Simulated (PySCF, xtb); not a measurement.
CH₆AlClGe, SMILES [Cl][Al]([GeH3])[CH3].

xtb 6.7.1 with GFN2-xTB at its own geometry gives an orbital gap of 4.04 eV and a dipole moment of 2.07 D.

Coordinates come from a B3LYP-D3(BJ)/def2-SVP optimisation. The structure was generated by enumeration; whether it is a known compound was not checked.

Task: What does HF/def2-TZVP in PySCF give? (An estimate is asked for; the answer gives what the named calculation found.)

Result: gap 11.31 eV (levels -10.12 and 1.19 eV), dipole 1.88 D.
